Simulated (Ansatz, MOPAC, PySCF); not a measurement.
Species: CN, charge 0, multiplicity 2. SMILES: [C-]#[N+]
Geometry: optimised at B3LYP-D3(BJ)/def2-TZVP (Ansatz, a program for electronic structure).

Quantity: size of the dipole moment, in D. Terms: LANL2DZ all-electron up to Ne; six Cartesian d functions in 6-31G* and its kin unless marked 5d; non-relativistic; 6-311+G** with 5d; open shells spin-unrestricted; no spin-orbit coupling. Ab initio and DFT rows: single points at B3LYP-D3(BJ) geometries (Ansatz). Semi-empirical rows: dipoles at the shared geometry.

| level | program | size of the dipole moment (D) |
|---|---|---|
| AM1 | MOPAC | 0.88 |
| PM3 | MOPAC | 1.65 |
| MNDO | MOPAC | 1.34 |
| PBE/STO-3G | Ansatz | 0.88 |
| PBE/LANL2DZ | Ansatz | 1.01 |
| PBE/6-311+G** | Ansatz | 1.19 |
| BLYP/6-31G* | Ansatz | 1.03 |
| B3LYP/6-31G* | Ansatz | 1.28 |
| B3LYP/def2-SVP | Ansatz | 1.29 |
| M06-2X/6-311+G** | PySCF | 1.88 |

No value to compare with is used here. The 10 habitual levels span 0.88 (AM1) to 1.88 D (M06-2X/6-311+G**).

The levels are drawn from those run, B3LYP/6-31G* more often than the rest, none by its result; runs whose electronic state is in doubt are left out.
